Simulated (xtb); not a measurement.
xtb input (GFN1-xTB):

```bash
xtb mol.xyz --gfn 1 --sp --chrg 0 --uhf 0
```
mol.xyz:
```
14

C     -2.31833493     0.59078556     0.05953601
C     -0.86022925     0.23164953     0.02338830
C      0.13772624     1.19887004     0.12517905
C      1.46850610     0.81439261     0.08627322
C      1.76756243    -0.53622856    -0.05434147
N      0.83270576    -1.47844709    -0.15346739
C     -0.44164766    -1.09116700    -0.11421836
H     -2.57769236     1.27178627    -0.75425786
H     -2.57926955     1.08922723     0.99588942
H     -2.94421678    -0.29667835    -0.03359998
H     -0.12818816     2.24409407     0.23396743
H      2.26334991     1.54458974     0.16315687
H      2.79825679    -0.87266768    -0.08850682
H     -1.18267779    -1.88103476    -0.19727780
```

End of the output:

```
         :::::::::::::::::::::::::::::::::::::::::::::::::::::
         ::                     SUMMARY                     ::
         :::::::::::::::::::::::::::::::::::::::::::::::::::::
         :: total energy             -19.626826026559 Eh    ::
         :: gradient norm              0.013526137139 Eh/a0 ::
         :: HOMO-LUMO gap              3.724188803081 eV    ::
         ::.................................................::
         :: SCC energy               -19.932088731020 Eh    ::
         :: -> electrostatic           0.015028815142 Eh    ::
         :: repulsion energy           0.311010782565 Eh    ::
         :: dispersion energy         -0.005748078104 Eh    ::
         :: halogen bond corr.         0.000000000000 Eh    ::
         :: add. restraining           0.000000000000 Eh    ::
         :: total charge               0.000000000000 e     ::
         :::::::::::::::::::::::::::::::::::::::::::::::::::::

           -------------------------------------------------
          |                Property Printout                |
           -------------------------------------------------

    * Orbital Energies and Occupations

         #    Occupation            Energy/Eh            Energy/eV
      -------------------------------------------------------------
         1        2.0000           -0.7533415             -20.4995
       ...           ...                  ...                  ...
         6        2.0000           -0.6144837             -16.7210
         7        2.0000           -0.5764599             -15.6863
         8        2.0000           -0.5572782             -15.1643
         9        2.0000           -0.5441500             -14.8071
        10        2.0000           -0.5434519             -14.7881
        11        2.0000           -0.5203185             -14.1586
        12        2.0000           -0.5139819             -13.9862
        13        2.0000           -0.5123364             -13.9414
        14        2.0000           -0.5075976             -13.8124
        15        2.0000           -0.4752529             -12.9323
        16        2.0000           -0.4519534             -12.2983
        17        2.0000           -0.4342508             -11.8166
        18        2.0000           -0.4133676             -11.2483 (HOMO)
        19                         -0.2765061              -7.5241 (LUMO)
        20                         -0.2619115              -7.1270
        21                         -0.1471764              -4.0049
        22                         -0.1389217              -3.7803
        23                         -0.1080398              -2.9399
        24                         -0.0990089              -2.6942
        25                         -0.0939219              -2.5557
        26                         -0.0749754              -2.0402
        27                         -0.0709297              -1.9301
        28                         -0.0532623              -1.4493
        29                          0.0937240               2.5504
       ...                                ...                  ...
        42                          0.6310363              17.1714
      -------------------------------------------------------------
                  HL-Gap            0.1368614 Eh            3.7242 eV
             Fermi-level           -0.3449368 Eh           -9.3862 eV

  Mulliken/CM5 charges         n(s)   n(p)   n(d)
     1C    -0.08785 -0.23206   1.006  3.082  0.000
     2C    -0.00853 -0.02077   1.088  2.920  0.000
     3C    -0.01722 -0.06872   1.062  2.955  0.000
     4C    -0.05117 -0.10137   1.062  2.990  0.000
     5C     0.13657  0.16079   1.026  2.838  0.000
     6N    -0.32610 -0.52041   1.546  3.780  0.000
     7C     0.12809  0.15411   1.029  2.843  0.000
     8H     0.04073  0.09257   0.959  0.000  0.000
     9H     0.04073  0.09257   0.959  0.000  0.000
    10H     0.03565  0.08825   0.964  0.000  0.000
    11H     0.02995  0.08666   0.970  0.000  0.000
    12H     0.03365  0.09005   0.966  0.000  0.000
    13H     0.02336  0.08937   0.977  0.000  0.000
    14H     0.02216  0.08896   0.978  0.000  0.000

Wiberg/Mayer (AO) data.
largest (>0.10) Wiberg bond orders for each atom

 ---------------------------------------------------------------------------
     #   Z sym  total        # sym  WBO       # sym  WBO       # sym  WBO
 ---------------------------------------------------------------------------
     1   6 C    3.996 --     2 C    1.023    10 H    0.986     9 H    0.975
                             8 H    0.975
     2   6 C    3.989 --     7 C    1.411     3 C    1.409     1 C    1.023
                             5 C    0.111
     3   6 C    3.995 --     4 C    1.449     2 C    1.409    11 H    0.974
                             6 N    0.111
     4   6 C    3.996 --     3 C    1.449     5 C    1.429    12 H    0.974
                             7 C    0.110
     5   6 C    3.974 --     4 C    1.429     6 N    1.421    13 H    0.973
                             2 C    0.111
     6   7 N    3.037 --     5 C    1.421     7 C    1.421     3 C    0.111
     7   6 C    3.975 --     6 N    1.421     2 C    1.411    14 H    0.972
                             4 C    0.110
     8   1 H    1.005 --     1 C    0.975
     9   1 H    1.005 --     1 C    0.975
    10   1 H    1.003 --     1 C    0.986
    11   1 H    1.001 --     3 C    0.974
    12   1 H    1.002 --     4 C    0.974
    13   1 H    1.014 --     5 C    0.973
    14   1 H    1.013 --     7 C    0.972
 ---------------------------------------------------------------------------

Topologies differ in total number of bonds
Writing topology from bond orders to xtbtopo.mol

 dipole moment from electron density (au)
     X       Y       Z
  -0.3948   0.9209   0.0957  total (Debye):    2.558

           -------------------------------------------------
          | TOTAL ENERGY              -19.626826026559 Eh   |
          | GRADIENT NORM               0.013526137139 Eh/α |
          | HOMO-LUMO GAP               3.724188803081 eV   |
           -------------------------------------------------

------------------------------------------------------------------------
------------------------------------------------------------------------
 total:
 SCF:
Note: The following floating-point exceptions are signalling: IEEE_DENORMAL
normal termination of xtb
```
